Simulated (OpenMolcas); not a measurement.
**Cl6+: RASPT2 settings compared**

```
Program             : OpenMolcas
Basis               : ANO-L-VQZP [6s5p3d2f]
Scalar Hamiltonian  : non-relativistic, point nucleus
Active space        : 1 electron in 9 orbitals (RAS2 3s 3p; RAS3 3d, at most 1 electron)
State averaging     : 2S+1 = 2 even, 1 root; 2S+1 = 2 odd, 3 roots
Spin-orbit coupling : RASSI with atomic mean-field integrals over the reference wave functions, term energies averaged over their components
```

Methods on the same reference wave functions:
A. RASSCF
B. SS-RASPT2, IPEA 0.3 Eh, no level shift (closed shells correlated: 2s 2p)
C. SS-RASPT2, IPEA 0.4 Eh, real shift 0.5 Eh (closed shells correlated: 2s 2p)
D. SS-RASPT2, IPEA 0 Eh, imaginary shift 0.25 Eh (closed shells correlated: 2s 2p)

Energies in cm⁻¹ above 3s ²S_1/2, the measured ground level; measured values from Moore, Atomic Energy Levels, vol. I, NSRDS-NBS 35 (1971 reprint of NBS Circular 467, 1949).

```csv
Level,A,B,C,D,Measured
3s ²S_1/2,0.0,0.0,0.0,0.0,0.0
3p ²P°_1/2,120884,121070,121070,121068,123001
3p ²P°_3/2,122567,122754,122754,122751,124891
```

Deviations, from unrounded energies. A percentage is the sum of absolute deviations over the sum of measured energies, with the sign that they share, or ± where signs differ.

| Against measurement | Levels | A | B | C | D |
| --- | --- | --- | --- | --- | --- |
| mean absolute deviation (cm-1) | 2 | 2200 | 2000 | 2000 | 2000 |
| other configurations (%) | 2 | -1.8 | -1.6 | -1.6 | -1.6 |

B, C, D lie about equally close to measurement and A furthest from it. The largest miss of C in the table is 3p ²P°_3/2, by -2100 cm-1. The ranking rests on the paired levels alone, and a cruder setting can come out closer through cancelling errors.

Among B to D no level of the table moves by more than 5 cm-1.

The lowest spin-free term lies below A's lowest term by 0.041 hartree in B, 0.041 hartree in C, 0.041 hartree in D.

With one active electron outside closed inactive shells, the extra shells (3d) add no correlation to the reference. With one active electron the reference holds no correlation, so core polarisation is missing (holds for A). With one active electron, CASPT2 adds the correlation within the correlated inactive shells and between them and that electron, and leaves the splitting within a term as the reference gives it (holds for B; C; D). Measured partners are found by configuration, term and J. A level has none where our copy of the source lacks it or the pairing is in doubt (some pairs that miss far off the trend of their configuration count as doubtful), and it then counts in no deviation. Only configurations of the active space appear.

° marks odd parity.
